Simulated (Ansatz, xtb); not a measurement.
# Relative energy of two isomers of C5H3FO

Structure X is `C#C/C(F)=C\C=O`, a singlet and structure Y is `O=CC#C/C=C\F`, a singlet. Both are isolated molecules in the gas phase, relaxed with B3LYP/def2-SVP; each stands in its lowest conformer found.

Problem. Which of the two would you expect CCSD(T)/def2-SVP + ΔMP2/def2-TZVPP electronic energies to favour?

Solution. Not settled: CCSD(T)/def2-SVP + ΔMP2/def2-TZVPP gives E(Y) − E(X) = +1.26 kcal/mol, but this leans on the basis-set step: CCSD(T) alone gives +0.02 kcal/mol.

The same difference at several levels:

```
                             level        geometry  E(Y) − E(X) (kcal/mol)  departure from the last row (kcal/mol)  job, with rough time for the two
                          GFN2-xTB        GFN2-xTB                     −1.00                                   −2.26              optimisation, 0.18 s
                         HF/STO-3G        GFN2-xTB                     −1.82                                   −3.08              single point, 0.49 s
                r2SCAN-D4/def2-SVP        GFN2-xTB                     −0.22                                   −1.47               single point, 3.4 s
                    B3LYP/def2-SVP  B3LYP/def2-SVP                     −1.08                                   −2.33                optimisation, 46 s
                       HF/def2-SVP  B3LYP/def2-SVP                     −0.78                                   −2.03           part of the CCSD(T) run
                      MP2/def2-SVP  B3LYP/def2-SVP                     +0.14                                   −1.12           part of the CCSD(T) run
                  CCSD(T)/def2-SVP  B3LYP/def2-SVP                     +0.02                                   −1.24                      single point
CCSD(T)/def2-SVP + ΔMP2/def2-TZVPP  B3LYP/def2-SVP                     +1.26                                                        single point, 53 s
```

As drawn, both hold the same kinds of bond in the same numbers.

GFN2-xTB, HF/STO-3G, B3LYP/def2-SVP, HF/def2-SVP put the two in the other order. r2SCAN-D4/def2-SVP, MP2/def2-SVP, CCSD(T)/def2-SVP find them nearly level. The largest departure from CCSD(T)/def2-SVP + ΔMP2/def2-TZVPP is that of HF/STO-3G, 3.08 kcal/mol. The last row adds to CCSD(T) the change of the MP2 difference between the two basis sets, here +1.24 kcal/mol.

With thermal terms from frequencies at re-optimised GFN2-xTB minima (ideal gas, soft modes damped towards free rotors, one conformer each, 298.15 K, 1 atm): on the last row, ΔE + ΔZPE = +1.42, ΔH = +1.61, ΔG = +0.82 kcal/mol.

The correlated steps freeze 7 core orbitals. Programs: Ansatz 0.2.0, xtb 6.7.1; the last row on 2 threads of Intel(R) Xeon(R) Processor @ 2.70GHz on a shared host.
